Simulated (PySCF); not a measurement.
Polarisability and C₆ of Mg²⁺ (magnesium, charge +2)

[Ne], closed-shell 1S. All numbers are calculated (PySCF 2.14, the non-relativistic Hamiltonian (point nucleus), in def2-QZVPPD). Coupled (time-dependent) response in atomic units; α is the mean over directions.

```json
{"method": "UHF", "mean α (bohr³)": "0.4621", "C₆ (like pair)": "0.5336", "S(−4)": "0.05170"}
{"method": "PBE", "mean α (bohr³)": "0.5012", "C₆ (like pair)": "0.5889", "S(−4)": "0.06608"}
{"method": "PBE0", "mean α (bohr³)": "0.4889", "C₆ (like pair)": "0.5715", "S(−4)": "0.06118"}
{"method": "r2SCANh", "mean α (bohr³)": "0.4839", "C₆ (like pair)": "0.5729", "S(−4)": "0.05768"}
{"method": "BLYP", "mean α (bohr³)": "0.5018", "C₆ (like pair)": "0.5885", "S(−4)": "0.06681"}
```

S(−4) is the Cauchy moment in α(ω) = α(0) + S(−4) ω² + …

α(iu) at UHF:

```json
{"u (hartree)": "0", "α(iu) (bohr³)": "0.4621"}
{"u (hartree)": "0.0500", "α(iu) (bohr³)": "0.4620"}
{"u (hartree)": "0.100", "α(iu) (bohr³)": "0.4616"}
{"u (hartree)": "0.200", "α(iu) (bohr³)": "0.4601"}
{"u (hartree)": "0.300", "α(iu) (bohr³)": "0.4576"}
{"u (hartree)": "0.500", "α(iu) (bohr³)": "0.4497"}
{"u (hartree)": "0.750", "α(iu) (bohr³)": "0.4353"}
{"u (hartree)": "1.00", "α(iu) (bohr³)": "0.4171"}
{"u (hartree)": "1.50", "α(iu) (bohr³)": "0.3742"}
{"u (hartree)": "2.00", "α(iu) (bohr³)": "0.3294"}
{"u (hartree)": "3.00", "α(iu) (bohr³)": "0.2504"}
{"u (hartree)": "5.00", "α(iu) (bohr³)": "0.1488"}
```

A single London oscillator, α(iu) = α/(1 + u²/ω²), gives C₆ = (3/4) ω α². Matching the computed C₆ needs ω = 4 × 0.5336 / (3 × 0.4621²) = 3.33 hartree.

For an ion, C₆ is the dispersion term alone; charge-induced terms of lower order in 1/R come first.
